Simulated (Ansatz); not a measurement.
Reaction (atomization): `C[O][Ga]([OH])[Cl]` → C• + Cl• + Ga• + 4 H• + 2 O•

Calculated with Ansatz (gas phase, PBE0-D4/def2-TZVP geometries, no zero-point term in ΔE). CBS: MP2 limit from def2 TZ/QZ plus the TZ coupled-cluster correction, frozen cores. This one scheme is used for every species, atoms too. No spin–orbit coupling; open shells (•) take unrestricted orbitals. Spin–orbit coupling would lower the free atoms: a little for C, Cl, O; clearly for Ga. For Ga outer-core shells are correlated without core-valence functions, so the limit isn't a true one: a few kJ/mol of doubt a bond, and 10 to 20 or more in all where bonds break to atoms. Scalar relativity is left out up to krypton. One conformer a species, not always the lowest.

```csv
species,CCSD(T)/CBS(def2) energy (Eh)
`C[O][Ga]([OH])[Cl]`,-2574.62896
C•,-37.79194
Cl•,-459.70966
Ga•,-1923.88713
H•,-0.50000
O•,-75.00631
```

Task: Work out ΔE.

Result: ΔE = 4 × (-0.50000) + 2 × (-75.00631) + (-37.79194) + (-459.70966) + (-1923.88713) − (-2574.62896) = 1.22761 Eh = +3223.1 kJ/mol.

Largest T1 diagnostic among the species: 0.013.

The D4 term adds +30.4 kJ/mol with B3LYP and +16.0 kJ/mol with PBE0; it sums over pairs of atoms, weighted by their polarisabilities, and B3LYP, whose exchange is more repulsive, gets the larger term. From PBE to PBE0 (25 % exact exchange), in def2-TZVPP and without D4, ΔE moves by −75.0 kJ/mol: exact exchange takes away binding that semilocal exchange gives to molecules. In def2-TZVPP, CCSD(T) changes the Hartree–Fock value by +893.9 kJ/mol (the triples alone add +58.1 kJ/mol) and MP2 by +991.7 kJ/mol; breaking electron pairs costs correlation energy, which Hartree–Fock lacks.

B3LYP here is the variant with VWN-RPA as its local correlation; programs differ in this.

For atomizations the MP2-based limit and the directly extrapolated one differ by several kJ/mol either way, and by 10 to 25 for some Ge, Se and Sn compounds, so smaller differences from it don't rank the levels.
